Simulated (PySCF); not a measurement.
TeHF, SMILES [TeH]F. Heavy atoms are numbered as in [TeH:1][F:3]. Hydrogens are named by the atom that carries them.

Geometry: r2SCAN-D4/def2-TZVP. The def2 effective core potentials stand for the cores of Te; spin–orbit coupling is left out.

Computed with ωB97X/def2-TZVPD in PySCF.

Mulliken values depend strongly on the basis, most of all with diffuse functions as here. ESP charges are fitted to the potential on shells at 1.4 to 2.0 van der Waals radii. Atomic charges (e), one atom of each kind:

```json
[
 {"atom": "Te1 (TeH)", "ESP fit": "…", "Mulliken": "0.42"},
 {"atom": "H on Te1", "ESP fit": "…", "Mulliken": "0.03"},
 {"atom": "F3", "ESP fit": "…", "Mulliken": "-0.45"}
]
```

Task: Complete the blanks. (The exact figures need the calculation; the answer reports its results.)

Result: 
- Te1 (TeH), ESP fit: 0.17
- H on Te1, ESP fit: 0.06
- F3, ESP fit: -0.23
